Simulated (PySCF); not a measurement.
Molecule: trihydroxy(methyl)silane, CH₆O₃Si (charge 0, singlet). 
Structure (B3LYP-D3(BJ)/def2-TZVP (Ansatz) minimum search):
```
Si
O 1 1.6421
H 2 0.9609 1 117.50
O 1 1.6430 2 109.40 3 -44.62
H 4 0.9603 1 116.73 2 134.43
O 1 1.6522 2 112.65 3 70.49
H 6 0.9599 1 118.42 2 58.92
C 1 1.8510 2 105.67 3 -166.37
H 8 1.0912 1 110.82 2 -178.04
H 8 1.0913 9 108.25 1 121.28
H 8 1.0921 9 108.23 10 116.50
```
Charge 0, spin multiplicity 1.

Dispersion corrections to the total energy (kcal/mol) from the dftd3 and dftd4 libraries through PySCF: D3(BJ) without and D4 with the three-body term, each with the damping fitted for the functional named.

```json
[
 {"functional": "HF", "D3(BJ)": "-37.77", "D4": "-17.95"},
 {"functional": "BP86", "D3(BJ)": "?", "D4": "-6.60"},
 {"functional": "BHLYP", "D3(BJ)": "-6.57", "D4": "-5.89"},
 {"functional": "HSE06", "D3(BJ)": "-3.12", "D4": "-3.88"},
 {"functional": "BLYP", "D3(BJ)": "-10.12", "D4": "-11.08"},
 {"functional": "TPSS", "D3(BJ)": "-5.98", "D4": "?"},
 {"functional": "PBE0", "D3(BJ)": "-4.12", "D4": "?"}
]
```

Question: Some entries are withheld; supply them.

Answer: 
- BP86, D3(BJ): -7.58
- TPSS, D4: -6.74
- PBE0, D4: -4.18
